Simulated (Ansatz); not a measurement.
Reaction: CH2FNOSi (fluoro(isocyanato)silane, SMILES O=C=N[SiH2]F) → SiH2F (SMILES F[SiH2], doublet) + NCO (SMILES [N]=C=O, doublet) (the N-Si bond breaks)
Each species at its own B3LYP-D3(BJ)/def2-TZVP minimum (Ansatz, a quantum-chemistry and plane-wave program), one conformer.

Total energies in hartree (Ansatz). UHF or UKS for unpaired electrons; spin-orbit terms are left out. Cores are frozen in correlated methods. No relativity. The UHF reference of CNO ([N]=C=O, doublet) is spin-contaminated (<S^2> up to 0.10 over the pure value in the sets run).

| species | HF/cc-pV(T+d)Z | CCSD(T)/cc-pV(T+d)Z | HF/cc-pV(Q+d)Z | CCSD(T)/cc-pV(Q+d)Z | CCSD(T)/cc-pV(D+d)Z | CCSDT(Q)/cc-pV(D+d)Z |
|---|---|---|---|---|---|---|
| 1: CH2FNOSi (fluoro(isocyanato)silane, SMILES O=C=N[SiH2]F) | -556.95792 | -557.93855 | -556.98427 | -558.03556 | -557.62558 | -557.62866 |
| 2: SiH2F (SMILES F[SiH2], doublet) | -389.60431 | -389.98995 | -389.61844 | -390.03521 | -389.84503 | -389.84616 |
| 3: NCO (SMILES [N]=C=O, doublet) | -167.19057 | -167.75065 | -167.20264 | -167.79891 | -167.59663 | -167.59985 |

**Question.** Work out the bond dissociation energy (electronic) in kcal/mol: take Hartree-Fock from cc-pV(Q+d)Z, extrapolate the CCSD(T) correlation energy as X^-3 (X = 3, 4), and add CCSDT(Q) - CCSD(T) in cc-pV(D+d)Z. 1 hartree = 627.51 kcal/mol.

**Answer.** 
Species 1: correlation (64·(-1.05129) - 27·(-0.98063))/37 = -1.10285; step -0.00308; E1 = -556.98427 + (-1.10285) + (-0.00308) = -558.09020
Species 2: correlation (64·(-0.41677) - 27·(-0.38564))/37 = -0.43949; step -0.00113; E2 = -389.61844 + (-0.43949) + (-0.00113) = -390.05906
Species 3: correlation (64·(-0.59627) - 27·(-0.56008))/37 = -0.62268; step -0.00322; E3 = -167.20264 + (-0.62268) + (-0.00322) = -167.82854
-1·E1 +1·E2 +1·E3 = 0.20260 hartree = 127.1 kcal/mol.
